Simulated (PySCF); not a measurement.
## Sb (antimony, neutral) across methods

[Kr] 4d10 5s2 5p2 6s1, 6s spin antiparallel (an excited configuration). All numbers are calculated (PySCF 2.14, scalar relativity through the core potential, in aug-cc-pwCVDZ-PP with ECP28MDF).

```
method  E (hartree)  mean ε 5s β (eV)  mean ε 5p α (eV)  mean ε 6s β (eV)  Σ⟨r²⟩ (bohr²)   ⟨S²⟩
 HSE06    -239.9959           -15.685            -8.443            -1.724          83.79  1.753
  PBE0    -239.9979           -15.989            -8.869            -2.027          83.78  1.753
r2SCAN    -240.0839           -14.978            -8.200            -1.762          83.54  1.755
 M06-L    -240.1566           -14.622            -7.871            -1.670          84.35  1.754
   LDA    -239.6160           -15.488            -7.823            -1.627          82.84  1.751
   UHF   -239.04976           -17.637           -11.519            -2.512          84.98  1.760
  BLYP    -239.9520           -15.068            -7.498            -1.472          83.21  1.751
PBEsol    -239.7306           -15.095            -7.774            -1.689          83.47  1.752
   PBE    -239.9882           -15.037            -7.754            -1.700          83.55  1.752
```

Energies and moments cover only the electrons outside the core potential. The outer electron is Rydberg-like, and this basis confines it to a smaller radius and binds it less than a complete one would. With the s spin flipped the determinant is a mixture of two multiplicities, not a spectroscopic state.
